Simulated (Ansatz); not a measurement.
# Match the barriers

Saddle point of BNH6O2, closed shell (BNH₄O₂ ([NH2][B]([OH])[OH]) + H₂ → BH₃O₂ ([OH][BH][OH]) + NH₃ (still joined by a long B–N bond); bonds formed: B1–H6, N2–H5; bonds broken: H5–H6; bonds weakened to dative contacts: B1–N2), PBE0-D4/def2-TZVP structure:

```xyz
10
angstrom
B -0.3353 0.0434 -0.1309
N 1.2244 -0.1073 0.0026
O -0.7636 -0.4455 -1.3545
O -0.9388 1.1994 0.3750
H 0.5007 -0.8678 0.7619
H -0.5325 -1.0131 0.9201
H 1.6864 -0.5043 -0.8040
H 1.7298 0.6769 0.3893
H -1.6992 -0.2786 -1.4844
H -0.8719 1.2971 1.3248
```

Program: Ansatz 0.2.0. Basis: def2-TZVPP, with def2-QZVPP for the basis limit. Cores are frozen in the correlated methods. Extrapolation: Hartree–Fock as exp(−7.88 √X), correlation as X^−2.97. Four methods, as single points on the PBE0-D4 structures, gave these electronic barriers from the start structure: 1.934, 2.085, 2.431, 2.901 eV.

(1) The methods were, in alphabetical order, BHLYP-D4, HF, PBE-D4, r2SCAN-D4. Which gave which? (Judge from chemistry; the calculation decides.)

The T1 diagnostic stays at or below 0.012.

## Answers

(1) The calculation gives: PBE-D4 1.934; r2SCAN-D4 2.085; BHLYP-D4 2.431; HF 2.901 eV. For comparison, CCSD(T) at an estimated basis limit (MP2 extrapolated from triple and quadruple zeta, plus CCSD(T) − MP2 in triple zeta) gives 2.324 eV.

Labels in which every atom is bracketed show which atoms are joined, not bond orders.

For scale, one of the runs: CCSD(T)/def2-TZVPP, 208 basis functions, launched by `ansatz run in.yaml --threads 4 --pin off --events-out ev --progress --plain --max-ram 9574MiB`. Time: 39 s of wall clock on 4 CPU threads of an Arm Neoverse V2; the host was shared. Peak host memory: 3.1 GiB.
